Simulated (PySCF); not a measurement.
Members of one series of related molecules.

All values: wB97X-D/def2-SVPD (PySCF) at PBE0-D3(BJ)/def2-SVP geometries, gas phase, one conformer each. Core orbitals are frozen in the response; Δα² is half the sum of the squared differences of the principal polarisabilities.

Question: Rank by mean static polarisability, lowest first.
A. `[SiH3]N(C1CC1)[SiH3]`
B. `BN([SiH3])[SiH3]`
C. `C=CCN([SiH3])[SiH3]`

Answer: B (11.28 Å³), A (14.01 Å³), C (14.67 Å³).

Question: Rank by HOMO–LUMO gap, highest first.
A. `CN([SiH3])[SiH3]`
B. `[SiH3]N([SiH3])C1CC1`
C. `CB(C)N([SiH3])[SiH3]`
D. `N([SiH3])(CC=C)[SiH3]`
E. `BN([SiH3])[SiH3]`

Answer: E (11.77 eV), C (11.44 eV), B (10.90 eV), A (10.63 eV), D (10.43 eV).

All values together:

```tsv
SMILES	formula	μ (D)	HOMO (eV)	LUMO (eV)	α (Å³)	Δα (Å³)	electrons	α per electron (Å³)	ΔSCF removal energy (eV)
C=CCN([SiH3])[SiH3]	C3H11NSi2	0.81	-8.88	1.55	14.67	4.34	64	0.229	8.85
BN([SiH3])[SiH3]	BH8NSi2	0.84	-10.32	1.45	11.28	2.71	48	0.235	10.45
[SiH3]N([SiH3])C1CC1	C3H11NSi2	0.95	-8.90	2.00	14.01	2.82	64	0.219	8.89
CN([SiH3])[SiH3]	CH9NSi2	0.80	-8.87	1.77	11.18	2.08	50	0.224	8.97
CB(C)N([SiH3])[SiH3]	C2H12BNSi2	0.36	-9.84	1.60	14.66	3.85	64	0.229	9.85
```

Conformers: `[CH2:1]=[CH:2][CH2:3][N:4]([SiH3:5])[SiH3:6]` with C1–C2–C3–N4 122°, C2–C3–N4–Si5 -67°; `[SiH3:1][N:2]([SiH3:3])[CH:4]1[CH2:5][CH2:6]1` with Si1–N2–C4–C5 -131°.

Q: By how much does the ΔSCF value exceed −ε(HOMO) over the species that have both?

A: By -0.03 to 0.12 eV, 0.04 eV on average, over 5 species.
